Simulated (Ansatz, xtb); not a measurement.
## Relative energy of two isomers of GeH7NSSi

We compare I, `N[Si@@H](S)[GeH3]`, a singlet, with II, `[NH2][GeH2][SiH2]S`, a singlet. Both are isolated molecules in the gas phase, relaxed with PBE0-D3(BJ)/def2-SVP; the shapes shown needn't be the lowest conformers.

I (Å):

```json
{"atom": "Ge", "x (Å)": "-1.6089", "y (Å)": "-1.4746", "z (Å)": "1.8078"}
{"atom": "N", "x (Å)": "0.5283", "y (Å)": "0.6020", "z (Å)": "0.3176"}
{"atom": "S", "x (Å)": "-0.0763", "y (Å)": "-1.7804", "z (Å)": "-1.6023"}
{"atom": "Si", "x (Å)": "-0.8149", "y (Å)": "-0.3689", "z (Å)": "-0.1444"}
{"atom": "H", "x (Å)": "0.6013", "y (Å)": "0.9959", "z (Å)": "1.2475"}
{"atom": "H", "x (Å)": "1.0714", "y (Å)": "1.1186", "z (Å)": "-0.3650"}
{"atom": "H", "x (Å)": "-1.9593", "y (Å)": "0.3315", "z (Å)": "-0.8189"}
{"atom": "H", "x (Å)": "-1.2164", "y (Å)": "-1.7835", "z (Å)": "-2.3265"}
{"atom": "H", "x (Å)": "-1.9950", "y (Å)": "-0.4776", "z (Å)": "2.9228"}
{"atom": "H", "x (Å)": "-0.5274", "y (Å)": "-2.4187", "z (Å)": "2.3650"}
{"atom": "H", "x (Å)": "-2.8573", "y (Å)": "-2.3098", "z (Å)": "1.4661"}
```

II (Å):

```yaml
atoms:
  - { symbol: Ge, position_ang: [1.0430, -0.1137, -0.6441] }
  - { symbol: N, position_ang: [1.3423, 1.7048, -0.6172] }
  - { symbol: S, position_ang: [-2.3436, 1.0825, -0.9303] }
  - { symbol: Si, position_ang: [-1.2525, -0.6056, -0.1440] }
  - { symbol: H, position_ang: [0.9911, 2.2358, -1.4077] }
  - { symbol: H, position_ang: [1.1566, 2.2003, 0.2492] }
  - { symbol: H, position_ang: [1.3912, -0.5703, -2.0724] }
  - { symbol: H, position_ang: [2.0128, -0.7483, 0.3719] }
  - { symbol: H, position_ang: [-1.4718, -0.7780, 1.3273] }
  - { symbol: H, position_ang: [-1.7738, -1.8256, -0.8299] }
  - { symbol: H, position_ang: [-1.3021, 1.9210, -0.7147] }
```

Problem. Estimate which is lower in electronic energy at CCSD(T)/def2-SVP + ΔMP2/def2-TZVPP, and by roughly how much.

Solution. The CCSD(T)/def2-SVP + ΔMP2/def2-TZVPP calculation puts structure I lower, by 54.8 kJ/mol.

Level by level:

```csv
level,geometry,E(II) − E(I) (kJ/mol),departure from the last row (kJ/mol),"job, with rough time for the two"
PBE0-D3(BJ)/def2-SVP,PBE0-D3(BJ)/def2-SVP,+50.1,−4.7,"optimisation, 74 s"
HF/def2-SVP,PBE0-D3(BJ)/def2-SVP,+57.3,+2.5,part of the CCSD(T) run
MP2/def2-SVP,PBE0-D3(BJ)/def2-SVP,+50.0,−4.8,part of the CCSD(T) run
CCSD(T)/def2-SVP,PBE0-D3(BJ)/def2-SVP,+48.3,−6.5,single point
CCSD(T)/def2-SVP + ΔMP2/def2-TZVPP,PBE0-D3(BJ)/def2-SVP,+54.8,,"single point, 26 s"
```

As drawn, II has 1 Ge–N, 1 Si–H in place of 1 N–Si, 1 Ge–H.

None of the levels shown reverses the order. The largest departure from CCSD(T)/def2-SVP + ΔMP2/def2-TZVPP is that of CCSD(T)/def2-SVP, 6.5 kJ/mol. A small imaginary or near-zero mode remains, so no thermal terms are given. Levels run at GFN2-xTB geometries aren't shown. The last row adds to CCSD(T) the change of the MP2 difference between the two basis sets, here +6.5 kJ/mol.

The correlated steps freeze 20 core orbitals; the filled d shell of Ge is correlated, in a basis made for valence electrons. Codes used: Ansatz 0.2.0, xtb 6.7.1; the last row on 2 threads of Intel(R) Xeon(R) 6975P-C (Granite Rapids) on a shared host.
